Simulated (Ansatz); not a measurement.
Cartesian coordinates (Å):
SMILES: F[SiH]=C
```xyz
6

C     -0.9471    -0.0609     0.0394
Si     0.7293     0.0686    -0.0308
F      1.7162    -1.1623    -0.2169
H     -1.5288     0.8443     0.1732
H     -1.4984    -0.9888    -0.0349
H      1.5288     1.2991     0.0700
```
Charge 0, spin multiplicity 1.

Computed with frozen-core CCSD(T)/def2-TZVPP // PBE0-D3(BJ)/def2-TZVP (Ansatz, a program for electronic structure).

```
Item                           Result
----------------------  -------------
HF energy               -428.05603 Ha
MP2 correlation energy    -0.53479 Ha
```

**Question.** Estimate the CCSD correlation energy, the (T) correction, the total energy and the T1 diagnostic.

**Answer.** 
```yaml
CCSD correlation energy: -0.55694 Ha
"(T) correction": -0.02060 Ha
CCSD(T) total energy: -428.63357 Ha
T1 diagnostic: 0.013
```
